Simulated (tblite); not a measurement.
C5H5ClNP.
SMILES: `Cc1cpc(Cl)cn1`

Calculated harmonic vibrations of the isolated species, GFN2-xTB (tblite), most abundant isotopes, no scaling. Against measured fundamentals such values can be off by several per cent, at times by over 20.

Harmonic wavenumbers (cm⁻¹): 53.7, 86.7, 209.0, 210.7, 315.7, 325.5, 331.4, 385.6, 467.1, 592.8, 633.6, 732.4, 809.0, 859.9, 882.0, 955.0, 981.6, 1020.7, 1023.4, 1172.8, 1257.5, 1277.5, 1350.4, 1388.3, 1445.5, 1467.1, 1474.4, 1522.0, 3016.9, 3026.1, 3028.3, 3040.3, 3068.2.

A = 3480, B = 951.7, C = 750.8 MHz; mass 144.985 u (most abundant isotopes); point group Cs, symmetry number 1.

Q: Zero-point energy?

A: Half the sum of the wavenumbers: 19206 cm⁻¹ = 229.75 kJ/mol.

Q: What is S at 298.15 K and 1 bar for an ideal gas of classical rigid rotors and harmonic oscillators?

A: Translation 170.92, rotation 122.38, vibration 85.18: S = 378.5 J/(mol K).

Q: And Cp and H(298.15 K) − H(0)?

A: Cp = 127.13 J/(mol K), of which vibrations give 93.87 (their classical limit is 33 R = 274.4); H(298.15 K) − H(0) = 23.73 kJ/mol without the zero-point energy, 13.81 from vibrations.

Q: Blend soft modes into free rotors: weight 1/[1 + (100 cm⁻¹/ν̃)⁴] for the oscillator and the rest for a rotor with moment μB/(μ + B), μ = h/(8π²ν), B = 10⁻⁴⁴ kg m². What vibrational entropy results?

A: 78.65 J/(mol K) in place of 85.18, which changes −T·S at 298.15 K by +1.95 kJ/mol.

Q: Which modes carry the vibrational entropy at 298.15 K?

A: 53.7 cm⁻¹: 19.57; 86.7 cm⁻¹: 15.62; 209.0 cm⁻¹: 8.59; 210.7 cm⁻¹: 8.53; 315.7 cm⁻¹: 5.57; 325.5 cm⁻¹: 5.37 J/(mol K); the other 27 give 21.94 together.

Q: What must be added to the electronic energy to get the Gibbs energy at 298.15 K and 1 bar?

A: ZPE + [H(298.15 K) − H(0)] − T·S = 229.75 + 23.73 − 112.84 = 140.64 kJ/mol.

Hindered rotation and anharmonicity are outside this model.

Hardware: Arm Neoverse V1, one thread, no GPU, shared host. Cost: 0.46 s wall. This covers the Hessian and the dipole derivatives.
